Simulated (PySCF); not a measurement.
## Atomic charges by several schemes

Compound: C5H11PSi.
Geometry (GFN2-xTB, Å), atoms numbered from 1 in this order:
```
atom  x, y, z in Å
P1     3.058   -0.059   -0.319
Si2    0.963    0.429   -0.959
C3     0.143    1.974   -0.168
C4    -1.032    1.135    0.370
C5    -0.532   -0.258   -0.003
C6    -0.599   -1.425    0.938
C7    -1.443   -1.414   -0.295
H8     2.993   -1.361   -0.782
H9     2.707   -0.439    0.965
H10    0.875    0.315   -2.422
H11    0.720    2.438    0.629
H12   -0.167    2.762   -0.847
H13   -1.193    1.260    1.441
H14   -1.963    1.372   -0.145
H15   -1.086   -1.276    1.892
H16    0.238   -2.108    0.982
H17   -2.506   -1.254   -0.184
H18   -1.186   -2.084   -1.102
```

Density: PBE0/pcSseg-1 (PySCF); schemes: Mulliken, IAO, Hirshfeld and ESP-fitted. Isolated species at its GFN2-xTB geometry (one conformer only).

Task: Which atoms carry the highest charge in the Mulliken, IAO, Hirshfeld and ESP-fitted schemes?

Result: All schemes agree: Mulliken Si2 (+0.656); IAO Si2 (+0.697); Hirshfeld Si2 (+0.310); ESP-fitted Si2 (+0.679).

Task: Which atoms carry the lowest charge in the Mulliken, IAO, Hirshfeld and ESP-fitted schemes?

Result: The schemes don't all agree: Mulliken C5 (-0.641); IAO C3 (-0.534); Hirshfeld C3 (-0.163); ESP-fitted C3 (-0.673).

Task: Tabulate the Mulliken, IAO, Hirshfeld and ESP-fitted charges.

Result: In e:

| atom | environment | Mulliken | IAO | Hirshfeld | ESP-fitted |
| --- | --- | --- | --- | --- | --- |
| P1 | three-coordinate phosphorus | -0.216 | -0.104 | -0.025 | -0.426 |
| Si2 | SiH silicon | +0.656 | +0.697 | +0.310 | +0.679 |
| C3 | sp3 carbon bound to silicon | -0.508 | -0.534 | -0.163 | -0.673 |
| C4 | four-membered-ring carbon | -0.085 | -0.252 | -0.071 | +0.168 |
| C5 | sp3 carbon bound to silicon | -0.641 | -0.260 | -0.086 | -0.152 |
| C6 | three-membered-ring carbon | -0.142 | -0.283 | -0.095 | -0.236 |
| C7 | three-membered-ring carbon | -0.136 | -0.284 | -0.094 | -0.294 |
| H8 | P–H hydrogen | +0.055 | -0.003 | -0.009 | +0.127 |
| H9 | P–H hydrogen | +0.058 | +0.001 | -0.007 | +0.127 |
| H10 | Si–H hydrogen | -0.052 | -0.114 | -0.079 | -0.148 |
| H11 | methylene hydrogen | +0.143 | +0.147 | +0.035 | +0.191 |
| H12 | methylene hydrogen | +0.140 | +0.148 | +0.035 | +0.156 |
| H13 | methylene hydrogen | +0.116 | +0.134 | +0.038 | +0.015 |
| H14 | methylene hydrogen | +0.119 | +0.136 | +0.038 | +0.023 |
| H15 | methylene hydrogen | +0.124 | +0.144 | +0.045 | +0.124 |
| H16 | methylene hydrogen | +0.121 | +0.141 | +0.039 | +0.078 |
| H17 | methylene hydrogen | +0.123 | +0.144 | +0.046 | +0.126 |
| H18 | methylene hydrogen | +0.124 | +0.144 | +0.043 | +0.116 |

Mean size of the charges over all atoms: ESP-fitted 0.214 e, IAO 0.204 e, Mulliken 0.198 e, Hirshfeld 0.070 e. Each set sums to the total charge, 0, to within 0.001 e. The IAO scheme projects the occupied orbitals on a minimal set of polarised atomic orbitals and counts the electrons in each atom's part of it. The Mulliken scheme gives each basis function's population to the atom it is centred on and halves the overlap population of two atoms between them.

Task: Sum the charges by element, for elements with more than one atom.

Result: 
```
element  atoms  Mulliken     IAO  Hirshfeld  ESP-fitted
      C      5    -1.512  -1.613     -0.509      -1.188
      H     11    +1.071  +1.020     +0.224      +0.935
```

Task: How closely do the schemes follow one another over all atoms?

Result: Correlation coefficient and root-mean-square difference: IAO with Hirshfeld 0.98, 0.169 e; Mulliken with IAO 0.91, 0.116 e; Mulliken with Hirshfeld 0.88, 0.191 e; IAO with ESP-fitted 0.86, 0.146 e; Hirshfeld with ESP-fitted 0.85, 0.208 e; Mulliken with ESP-fitted 0.84, 0.158 e.

The run behind these numbers computed NMR shieldings as well. On one thread, Arm Neoverse V1 (aarch64) (shared host), this took 76 s (with the writing of density and orbital grids) and 0.85 GiB of memory at its peak.
